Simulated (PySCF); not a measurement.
**Electronic absorption of C4H11ClOSi2**

Species: C4H11ClOSi2.
SMILES: `Cl[Si]1(CCCC1)O[SiH3]`

Method used: TDDFT CAM-B3LYP/def2-SVPD, vertical, gas phase, core orbitals frozen in the response in PySCF. The structure is a single PBE0-D3(BJ)/def2-SVP conformer in the gas phase; no vibrational or solvent corrections.

```
state  E (eV)  E (kJ/mol)  λ (nm)       f  |μ| (D)  main configurations (H = HOMO, L = LUMO)
   S1    7.25         700   171.0  0.0091     0.58                                 H→L (77%)
   S2    7.55         729   164.2  0.0037     0.36     H→L+2 (26%), H→L+1 (20%), H→L+3 (15%)
   S3    7.71         744   160.8   0.014     0.69                  H→L+2 (50%), H→L+1 (30%)
   S4    7.89         761   157.2  0.0022     0.27     H-3→L (28%), H-2→L (25%), H-1→L (16%)
   S5    8.02         774   154.6  0.0062     0.45     H-2→L (27%), H-3→L (11%), H→L+4 (11%)
   S6    8.40         810   147.6   0.096     1.74   H-1→L (39%), H-1→L+3 (10%), H-3→L (10%)
   S7    8.43         814   147.0   0.049     1.23    H→L+3 (41%), H-2→L+1 (11%), H→L+4 (9%)
   S8    8.49         819   146.1  0.0044     0.37                  H→L+4 (38%), H→L+5 (20%)
   S9    8.54         824   145.1   0.041     1.13     H→L+5 (34%), H→L+1 (15%), H→L+4 (11%)
  S10    8.78         847   141.2   0.030     0.94   H-1→L+1 (19%), H-1→L (12%), H-3→L (12%)
```

Triplets (Tamm–Dancoff): T1 7.00 eV, H→L (60%), H-2→L (8%); T2 7.20 eV, H→L+2 (19%), H→L+1 (16%), H→L+3 (15%); T3 7.47 eV, H-3→L (26%), H-2→L (21%), H-1→L (13%); T4 7.50 eV, H→L+2 (51%), H→L+1 (22%), H→L (9%).

The lowest singlet comes at 171 nm (700 kJ/mol) in the vacuum ultraviolet; it is weak; its leading configuration is HOMO→LUMO (77%). The most intense listed level is S6 at 8.40 eV (148 nm, f = 0.096), 1.15 eV above S1. Löwdin shares by element: HOMO carbon 38% or more, silicon 14% or more, chlorine 13% (atoms not listed hold the other 35%); LUMO silicon 39%, oxygen 10%, chlorine 10% (atoms not listed hold the other 41%). Orbital energies (eV): HOMO-3 -10.48, HOMO-2 -10.40, HOMO-1 -10.35, HOMO -9.21, LUMO 0.86, LUMO+1 1.26, LUMO+2 1.36. Of the 10 states listed, 5 reach f = 0.01 and none stays under 0.0005. The listed states span 1.53 eV, and the widest gap between neighbours is 0.38 eV (S5 to S6). No computed singlet lies in the visible range (380 to 750 nm); the lowest, at 171 nm, stands 3.99 eV above its violet end (3.26 eV). The vertical ionisation energy (ΔSCF) is 9.84 eV, 1.06 eV above S10. Only the lowest 10 singlets were computed, as vertical energies without vibronic structure.

On one thread, Arm Neoverse V2 (aarch64), no GPU, shared host with 96 logical CPUs at a one-minute load of 57, this took 11 min (with the writing of density and orbital grids) and 1.3 GiB of memory at its peak.
